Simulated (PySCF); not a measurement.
Positional isomers: benzothiophene cyano+boryl. Gas-phase values, no solvent. One relaxed conformer stands for each flexible species; it need not be the lowest. Strings in code marks are SMILES.

The numbers are results of PySCF with r2SCAN-D4/def2-TZVP // r2SCAN-D4/def2-SVP, not measurements. Excitations are Tamm–Dancoff values on a coarser integration grid. The basis has no diffuse functions, so Rydberg states are missing or too high.

A: `Bc1cc(C#N)c2sccc2c1`
B: `c12cc(ccc1cc(s2)B)C#N`
C: `c1c(B)c2c(scc2)cc1C#N`
D: `Bc1ccc(C#N)c2ccsc12`
E: `Bc1cc2c(C#N)cccc2s1`
F: `c1c2cc(B)c(cc2sc1)C#N`

Question: Pick the species with the lowest S1–T1 gap (TDA).

Answer: F (0.68 eV); next is A (0.78 eV).
